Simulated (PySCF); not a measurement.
# Working out the ionisation energy of Zn

Zn [Ar] 3d10 4s2 (1S) → Zn⁺ [Ar] 3d10 4s1 (2S). Calculation: PySCF 2.14, in aug-cc-pwCVDZ-PP with ECP10MDF; scalar relativity through the core potential. Frozen: nothing. Energies in hartree (1 hartree = 27.21139 eV):

| part | Zn (lower) | Zn⁺ (upper) |
| --- | --- | --- |
| UHF | -225.952597 | -225.666231 |
| CCSD correlation | -0.795039 | -0.746218 |
| (T) | -0.021835 | -0.016919 |

Q: What does Hartree-Fock give?

A: (-225.666231) − (-225.952597) = 0.286366 hartree = 7.792 eV.

Q: What do CCSD and CCSD(T) give?

A: The CCSD correlation energies differ by 0.048821 hartree = 1.328 eV and the triples by 0.004916 hartree = 0.134 eV, so CCSD gives 9.120 eV and CCSD(T) 9.254 eV.

Measured between the centres of the two terms (NIST): 9.394 eV, so CCSD(T) (valence and next inner shell) is off by -0.140 eV.

A double-zeta basis recovers only part of the correlation energy.

What remains against the reference includes basis incompleteness and higher excitations.
